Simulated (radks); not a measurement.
Results of a calculation; reference values are marked as such.
Task: Yb11+, 59 electrons, occupied as [Kr] 4d10 4f8 5s2 5p3 (not the ground configuration). Level of theory: scalar-relativistic Kohn-Sham, LDA (Slater exchange, Perdew-Wang correlation), spin-polarised, spherical densities, finite nucleus; open shells are filled with parallel spins first (spin-orbit coupling, left out, can overturn this in heavy ions); Fermi nuclear charge, rms radius 5.3108 fm (a radial shooting solver on a logarithmic mesh with Libxc functionals). Some entries of the table are withheld. Estimate them.

orbital  occ.  eigenvalue (eV)  <1/r> (bohr^-1)
1s up       1        -61411.56            80.55
1s down     1        -61411.12            80.55
2s up       1        -10607.08            18.78
2s down     1        -10606.63            18.78
2p up       3        -9382.321            17.25
2p down     3        -9381.819            17.25
3s up       1        -2583.078            6.933
3s down     1        -2578.887            6.940
3p up       3        -2213.741            6.457
3p down     3        -2209.533            6.464
3d up       5        -1761.979            6.116
3d down     5        -1758.635            6.123
4s up       1        -699.4199            2.975
4s down     1        -691.7620            2.972
4p up       3        -576.2063            2.729
4p down     3        -568.6892            2.726
4d up       5        -413.7854              (1)
4d down     5        -406.3334              (2)
5s up       1        -249.0529              (3)
5s down     1        -242.2306              (4)
4f up       7        -232.5467            2.060
4f down     1        -224.8409            2.056
5p up       3              (5)            1.187
5p down     0              (6)            1.176

Result: 
(1) 4d up <1/r> (bohr^-1): 2.447
(2) 4d down <1/r> (bohr^-1): 2.444
(3) 5s up <1/r> (bohr^-1): 1.314
(4) 5s down <1/r> (bohr^-1): 1.307
(5) 5p up eigenvalue (eV): -211.0422
(6) 5p down eigenvalue (eV): -204.5989
